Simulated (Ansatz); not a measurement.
`B[SiH2]Cl` + `N[SiH2]F` → `B[SiH2]N[SiH2]F` + HCl at 500 K and 1 bar (ligand exchange at the Si–Cl bond).

Gas-phase electronic energies from Ansatz, PBE0-D4/def2-TZVP geometries. CCSD(T)/CBS adds triple-zeta CCSD(T) − MP2 to the extrapolated MP2 energy (def2 sets, frozen cores). This one scheme is used for every species. Each species was taken in one conformer, which may not be the lowest.

```tsv
species	CCSD(T)/CBS energy (Eh)	H − E (kJ/mol)	S (J/(mol·K))
`B[SiH2]Cl`	-776.05948	134.8	351.5
`N[SiH2]F`	-446.07709	152.9	325.1
`B[SiH2]N[SiH2]F`	-761.73684	250.8	439.1
HCl	-460.38127	32.5	201.9
```

H − E and S are ideal-gas, rigid-rotor, harmonic terms from PBE0-D4/def2-TZVP, for one conformer and one mirror image of each species. 1 Eh = 2625.50 kJ/mol, R = 8.31446 J/(mol·K).

Question: By hand: ΔE, ΔH, ΔS and ΔG.

Answer: ΔE = (-761.73684) + (-460.38127) − (-776.05948) − (-446.07709) = 0.01846 Eh = 48.5 kJ/mol. Δ(H − E) = 250.8 + 32.5 − 134.8 − 152.9 = -4.4, so ΔH = 44.1 kJ/mol. ΔS = 439.1 + 201.9 − 351.5 − 325.1 = -35.6 J/(mol·K). ΔG = 44.1 − 500 × (-35.6)/1000 = 61.9 kJ/mol.

Question: By hand: the equilibrium constant, and the temperature at which ΔG would vanish if ΔH and ΔS stayed fixed.

Answer: log₁₀ K = −ΔG/(RT ln 10) = -6.5. ΔH and −TΔS have one sign here, so there is no such temperature.

TΔS isn't small against ΔH here. A doubt of 5 kJ/mol in ΔE shifts log₁₀ K by 0.5 here. Other conformers and mirror images would add mixing entropy, several J/(mol·K) or more a flexible species. Modes under 60 cm⁻¹, often nearly free rotors, make the harmonic entropy too high. These are equilibria of isolated gas molecules and say nothing of rates. Largest T1 diagnostic: 0.012 (customary marks: 0.02 for closed shells, 0.045 for open ones).
